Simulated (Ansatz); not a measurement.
```yaml
crystal:
  periodic: [false, false, false]
  atoms:
    - {symbol: Mg, position_ang: [-1.503265, 0.067161, 2.888247]}
    - {symbol: S, position_ang: [-0.138631, -1.874835, 3.223145]}
    - {symbol: Mg, position_ang: [1.491333, -0.058086, 2.891223]}
    - {symbol: S, position_ang: [0.126683, 1.884557, 3.218220]}
    - {symbol: Mg, position_ang: [-0.573143, 2.201554, 0.927144]}
    - {symbol: S, position_ang: [-2.637559, 0.871291, 0.921763]}
    - {symbol: Mg, position_ang: [-2.202555, -0.571221, -0.925795]}
    - {symbol: S, position_ang: [-0.872185, -2.635031, -0.916370]}
    - {symbol: Mg, position_ang: [0.566261, -2.198106, 0.933930]}
    - {symbol: S, position_ang: [2.629341, -0.866532, 0.928716]}
    - {symbol: Mg, position_ang: [2.198529, 0.571303, -0.923409]}
    - {symbol: S, position_ang: [0.868172, 2.634739, -0.922072]}
    - {symbol: S, position_ang: [-1.879976, 0.128625, -3.215735]}
    - {symbol: Mg, position_ang: [-0.062236, -1.500269, -2.880901]}
    - {symbol: S, position_ang: [1.880391, -0.135596, -3.211846]}
    - {symbol: Mg, position_ang: [0.061740, 1.494545, -2.884859]}
basis:
  gaussian: {orbitals: def2-TZVP}
magnetization: {spin_polarized: true, initial_magnetization: 2}
hamiltonian: {xc: pbe0, dispersion: d4}
scf: {omitted_lower_state_checks: [starts]}
output: {orbitals: {seedname: orbitals}}
```

```sh
$ ansatz run in.yaml --threads 4 --pin off --events-out ev --progress --plain --max-ram 6963MiB
```

Problem. Does this run fit into the memory that it is given?

Solution. No. It has 552 basis functions, and Ansatz plans for 13 GiB where 7 GiB are given.
